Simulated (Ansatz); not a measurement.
Ansatz (an electronic-structure program) input (B3LYP-D3(BJ)/def2-TZVP):

Ansatz 0.2 input:
```yaml
crystal:
  periodic: [false, false, false]
  atoms:
    - {symbol: C, position_ang: [-1.98109723, -0.73785349, -1.25188305]}
    - {symbol: C, position_ang: [-1.57252228, -0.02283271, -0.01000206]}
    - {symbol: C, position_ang: [-2.22176809, 1.28104148, 0.30426393]}
    - {symbol: C, position_ang: [-0.26139087, -0.35185158, 0.61954890]}
    - {symbol: C, position_ang: [0.94353031, 0.34415780, -0.07238206]}
    - {symbol: C, position_ang: [2.24196346, 0.02357112, 0.59509097]}
    - {symbol: C, position_ang: [3.24580563, -0.64192935, 0.03760171]}
    - {symbol: H, position_ang: [-1.63303858, -1.77324730, -1.25587590]}
    - {symbol: H, position_ang: [-1.56990811, -0.26107202, -2.15703995]}
    - {symbol: H, position_ang: [-3.06753407, -0.73962215, -1.37631747]}
    - {symbol: H, position_ang: [-2.04079688, 1.58502834, 1.33791440]}
    - {symbol: H, position_ang: [-1.84495443, 2.09535808, -0.33651120]}
    - {symbol: H, position_ang: [-3.30241257, 1.24198350, 0.14192032]}
    - {symbol: H, position_ang: [-0.26506125, -0.05592392, 1.67403054]}
    - {symbol: H, position_ang: [-0.08536408, -1.43122220, 0.59067434]}
    - {symbol: H, position_ang: [0.98142140, 0.04589595, -1.12281312]}
    - {symbol: H, position_ang: [0.77506373, 1.42584657, -0.05004952]}
    - {symbol: H, position_ang: [2.33651714, 0.35131205, 1.62805113]}
    - {symbol: H, position_ang: [3.19220065, -0.99081835, -0.98791362]}
    - {symbol: H, position_ang: [4.15674139, -0.85933826, 0.58049988]}
basis:
  gaussian:
    orbitals: def2-TZVP
hamiltonian:
  xc: b3lyp
  dispersion: d3bj
magnetization: {spin_polarized: true, initial_magnetization: 1}
phonons: {temperatures: {t_min: 298.15, t_max: 298.15, t_step: 100}}
```

Output:

```
Functional definition: B3LYP
integrals: 0.28 GiB planned
1832 factors; their error is unknown
0.38 GiB of the device are held for the grids
1.98 GiB of device memory are held for the factors and their scratch space
mean field: 2.42 GiB planned
mean field evaluation 1: about -7453.9080 eV, gradient 6.2e1 eV
mean field evaluation 2: about -7442.8339 eV, gradient 7.5e1 eV
mean field evaluation 4: about -7472.3535 eV, gradient 6.2e0 eV
mean field evaluation 8: about -7472.5343 eV, gradient 1.4e-1 eV
mean field evaluation 16: about -7472.4920 eV, gradient 1.1e-3 eV
mean field -7472.49204353 eV, -274.6090175628 hartree, gradient 3.3e-5 eV, S^2 0.754213; 0 other end points of the search recorded, 0 dependent functions left out
the calculation of the forces begins
reference -7472.49240325 eV, -274.6090307823 hartree; 28, 27 occupied and 267, 268 virtual orbitals, 1832 factors
these checks for a lower state are left out or cut short: stability, starts, cluster_reference, orbital_swaps, neighbouring_geometries, increment
integrals: 0.28 GiB planned
1832 factors; their error is unknown
0.38 GiB of the device are held for the grids
1.98 GiB of device memory are held for the factors and their scratch space
mean field: 2.42 GiB planned
mean field -7472.49182784 eV, -274.6090096361 hartree, gradient 1.9e-6 eV, S^2 0.754209; 0 other end points of the search recorded, 0 dependent functions left out
the calculation of the forces begins
reference -7472.49218761 eV, -274.6090228574 hartree; 28, 27 occupied and 267, 268 virtual orbitals, 1832 factors
these checks for a lower state are left out or cut short: stability, starts, cluster_reference, orbital_swaps, neighbouring_geometries, increment
integrals: 0.28 GiB planned
1832 factors; their error is unknown
0.38 GiB of the device are held for the grids
1.98 GiB of device memory are held for the factors and their scratch space
mean field: 2.41 GiB planned
mean field evaluation 32: about -7472.4919 eV, gradient 6.0e-4 eV
mean field -7472.49193200 eV, -274.6090134641 hartree, gradient 1.9e-6 eV, S^2 0.754217; 0 other end points of the search recorded, 0 dependent functions left out
the calculation of the forces begins
reference -7472.49229167 eV, -274.6090266817 hartree; 28, 27 occupied and 267, 268 virtual orbitals, 1832 factors
these checks for a lower state are left out or cut short: stability, starts, cluster_reference, orbital_swaps, neighbouring_geometries, increment
integrals: 0.28 GiB planned
1832 factors; their error is unknown
0.38 GiB of the device are held for the grids
1.98 GiB of device memory are held for the factors and their scratch space
mean field: 2.42 GiB planned
mean field -7472.49183985 eV, -274.6090100776 hartree, gradient 1.9e-6 eV, S^2 0.754208; 0 other end points of the search recorded, 0 dependent functions left out
the calculation of the forces begins
reference -7472.49219962 eV, -274.6090232988 hartree; 28, 27 occupied and 267, 268 virtual orbitals, 1832 factors
these checks for a lower state are left out or cut short: stability, starts, cluster_reference, orbital_swaps, neighbouring_geometries, increment
integrals: 0.28 GiB planned
1832 factors; their error is unknown
0.38 GiB of the device are held for the grids
1.98 GiB of device memory are held for the factors and their scratch space
mean field: 2.41 GiB planned
mean field -7472.49192340 eV, -274.6090131480 hartree, gradient 1.9e-6 eV, S^2 0.754219; 0 other end points of the search recorded, 0 dependent functions left out
[...]
1832 factors; their error is unknown
0.38 GiB of the device are held for the grids
1.98 GiB of device memory are held for the factors and their scratch space
mean field: 2.41 GiB planned
mean field -7472.49201173 eV, -274.6090163939 hartree, gradient 1.9e-6 eV, S^2 0.754213; 0 other end points of the search recorded, 0 dependent functions left out
the calculation of the forces begins
reference -7472.49237145 eV, -274.6090296135 hartree; 28, 27 occupied and 267, 268 virtual orbitals, 1832 factors
these checks for a lower state are left out or cut short: stability, starts, cluster_reference, orbital_swaps, neighbouring_geometries, increment
integrals: 0.28 GiB planned
1832 factors; their error is unknown
0.38 GiB of the device are held for the grids
1.98 GiB of device memory are held for the factors and their scratch space
mean field: 2.41 GiB planned
mean field evaluation 800: about -7472.5339 eV, gradient 5.9e-4 eV
mean field -7472.49203764 eV, -274.6090173464 hartree, gradient 1.9e-6 eV, S^2 0.754213; 0 other end points of the search recorded, 0 dependent functions left out
the calculation of the forces begins
reference -7472.49239736 eV, -274.6090305659 hartree; 28, 27 occupied and 267, 268 virtual orbitals, 1832 factors
these checks for a lower state are left out or cut short: stability, starts, cluster_reference, orbital_swaps, neighbouring_geometries, increment
integrals: 0.28 GiB planned
1832 factors; their error is unknown
0.38 GiB of the device are held for the grids
1.98 GiB of device memory are held for the factors and their scratch space
mean field: 2.41 GiB planned
mean field -7472.49193281 eV, -274.6090134940 hartree, gradient 1.9e-6 eV, S^2 0.754213; 0 other end points of the search recorded, 0 dependent functions left out
the calculation of the forces begins
reference -7472.49229248 eV, -274.6090267114 hartree; 28, 27 occupied and 267, 268 virtual orbitals, 1832 factors
these checks for a lower state are left out or cut short: stability, starts, cluster_reference, orbital_swaps, neighbouring_geometries, increment
integrals: 0.28 GiB planned
1832 factors; their error is unknown
0.38 GiB of the device are held for the grids
1.98 GiB of device memory are held for the factors and their scratch space
mean field: 2.41 GiB planned
mean field -7472.49196095 eV, -274.6090145278 hartree, gradient 1.9e-6 eV, S^2 0.754213; 0 other end points of the search recorded, 0 dependent functions left out
the calculation of the forces begins
reference -7472.49232072 eV, -274.6090277493 hartree; 28, 27 occupied and 267, 268 virtual orbitals, 1832 factors
these checks for a lower state are left out or cut short: stability, starts, cluster_reference, orbital_swaps, neighbouring_geometries, increment
integrals: 0.28 GiB planned
1832 factors; their error is unknown
0.38 GiB of the device are held for the grids
1.98 GiB of device memory are held for the factors and their scratch space
mean field: 2.42 GiB planned
mean field -7472.49198485 eV, -274.6090154064 hartree, gradient 1.9e-6 eV, S^2 0.754213; 0 other end points of the search recorded, 0 dependent functions left out
the calculation of the forces begins
reference -7472.49234465 eV, -274.6090286287 hartree; 28, 27 occupied and 267, 268 virtual orbitals, 1832 factors
these checks for a lower state are left out or cut short: stability, starts, cluster_reference, orbital_swaps, neighbouring_geometries, increment
integrals: 0.28 GiB planned
1832 factors; their error is unknown
0.38 GiB of the device are held for the grids
1.98 GiB of device memory are held for the factors and their scratch space
mean field: 2.41 GiB planned
mean field evaluation 832: about -7472.4919 eV, gradient 1.4e-6 eV
mean field -7472.49194203 eV, -274.6090138327 hartree, gradient 1.9e-6 eV, S^2 0.754213; 0 other end points of the search recorded, 0 dependent functions left out
the calculation of the forces begins
reference -7472.49230168 eV, -274.6090270494 hartree; 28, 27 occupied and 267, 268 virtual orbitals, 1832 factors
these checks for a lower state are left out or cut short: stability, starts, cluster_reference, orbital_swaps, neighbouring_geometries, increment
integrals: 0.28 GiB planned
1832 factors; their error is unknown
0.38 GiB of the device are held for the grids
1.98 GiB of device memory are held for the factors and their scratch space
mean field: 2.41 GiB planned
mean field -7472.49202255 eV, -274.6090167918 hartree, gradient 1.9e-6 eV, S^2 0.754213; 0 other end points of the search recorded, 0 dependent functions left out
the calculation of the forces begins
reference -7472.49238227 eV, -274.6090300112 hartree; 28, 27 occupied and 267, 268 virtual orbitals, 1832 factors
these checks for a lower state are left out or cut short: stability, starts, cluster_reference, orbital_swaps, neighbouring_geometries, increment
integrals: 0.28 GiB planned
1832 factors; their error is unknown
0.38 GiB of the device are held for the grids
1.98 GiB of device memory are held for the factors and their scratch space
mean field: 2.41 GiB planned
mean field -7472.49203837 eV, -274.6090173731 hartree, gradient 1.9e-6 eV, S^2 0.754213; 0 other end points of the search recorded, 0 dependent functions left out
the calculation of the forces begins
reference -7472.49239809 eV, -274.6090305927 hartree; 28, 27 occupied and 267, 268 virtual orbitals, 1832 factors
these checks for a lower state are left out or cut short: stability, starts, cluster_reference, orbital_swaps, neighbouring_geometries, increment
integrals: 0.28 GiB planned
1832 factors; their error is unknown
0.38 GiB of the device are held for the grids
1.98 GiB of device memory are held for the factors and their scratch space
mean field: 2.42 GiB planned
mean field -7472.49200751 eV, -274.6090162388 hartree, gradient 1.9e-6 eV, S^2 0.754213; 0 other end points of the search recorded, 0 dependent functions left out
the calculation of the forces begins
reference -7472.49236725 eV, -274.6090294594 hartree; 28, 27 occupied and 267, 268 virtual orbitals, 1832 factors
these checks for a lower state are left out or cut short: stability, starts, cluster_reference, orbital_swaps, neighbouring_geometries, increment
integrals: 0.28 GiB planned
1832 factors; their error is unknown
0.38 GiB of the device are held for the grids
1.98 GiB of device memory are held for the factors and their scratch space
mean field: 2.42 GiB planned
mean field -7472.49200215 eV, -274.6090160421 hartree, gradient 1.9e-6 eV, S^2 0.754213; 0 other end points of the search recorded, 0 dependent functions left out
the calculation of the forces begins
reference -7472.49236185 eV, -274.6090292606 hartree; 28, 27 occupied and 267, 268 virtual orbitals, 1832 factors
Total energy: -7473.23578787 eV, -274.6363496631 hartree
Atom 0 at    -1.981097    -0.737853    -1.251883 Å, force    -0.000054     0.000298    -0.000350 eV/Å
Atom 1 at    -1.572522    -0.022833    -0.010002 Å, force     0.000652     0.000274     0.000637 eV/Å
Atom 2 at    -2.221768     1.281041     0.304264 Å, force     0.000610    -0.000313     0.000012 eV/Å
Atom 3 at    -0.261391    -0.351852     0.619549 Å, force    -0.001377     0.000067    -0.000497 eV/Å
Atom 4 at     0.943530     0.344158    -0.072382 Å, force     0.000991    -0.000275    -0.000127 eV/Å
Atom 5 at     2.241963     0.023571     0.595091 Å, force    -0.000949     0.000320     0.000044 eV/Å
Atom 6 at     3.245806    -0.641929     0.037602 Å, force     0.000370     0.000403    -0.000693 eV/Å
Atom 7 at    -1.633039    -1.773247    -1.255876 Å, force    -0.000204     0.000086    -0.000046 eV/Å
Atom 8 at    -1.569908    -0.261072    -2.157040 Å, force    -0.000094    -0.000234     0.000235 eV/Å
Atom 9 at    -3.067534    -0.739622    -1.376317 Å, force     0.000259    -0.000135     0.000026 eV/Å
Atom 10 at    -2.040797     1.585028     1.337914 Å, force    -0.000093    -0.000014    -0.000115 eV/Å
Atom 11 at    -1.844954     2.095358    -0.336511 Å, force    -0.000139     0.000016    -0.000060 eV/Å
Atom 12 at    -3.302413     1.241983     0.141920 Å, force    -0.000247    -0.000015     0.000054 eV/Å
Atom 13 at    -0.265061    -0.055924     1.674031 Å, force     0.000159    -0.000071     0.000144 eV/Å
Atom 14 at    -0.085364    -1.431222     0.590674 Å, force     0.000040     0.000009     0.000124 eV/Å
Atom 15 at     0.981421     0.045896    -1.122813 Å, force     0.000151    -0.000032     0.000147 eV/Å
Atom 16 at     0.775064     1.425847    -0.050050 Å, force    -0.000245     0.000078     0.000063 eV/Å
Atom 17 at     2.336517     0.351312     1.628051 Å, force     0.000358    -0.000163    -0.000075 eV/Å
Atom 18 at     3.192201    -0.990818    -0.987914 Å, force     0.000100    -0.000148     0.000069 eV/Å
Atom 19 at     4.156741    -0.859338     0.580500 Å, force    -0.000287    -0.000150     0.000409 eV/Å
Dipole moment:    -0.061689     0.052114    -0.023189 e Å
Vibrations: 49.75 67.79 100.70 118.56 131.59 153.97 272.57 343.86 389.25 429.88 475.67 642.23 777.25 788.90 932.78 940.64 946.83 970.01 974.43 996.35 1012.76 1033.33 1058.45 1097.12 1216.19 1271.11 1287.47 1303.16 1329.61 1344.56 1346.52 1398.21 1414.18 1455.80 1468.86 1474.81 1476.18 1487.15 1493.92 1496.19 1706.01 2927.19 2932.15 3004.28 3016.97 3031.34 3033.42 3042.53 3067.92 3078.22 3080.63 3120.45 3132.30 3213.60 cm⁻¹, zero-point energy 4.857430 eV
```

It need not be the lowest isomer of its formula.
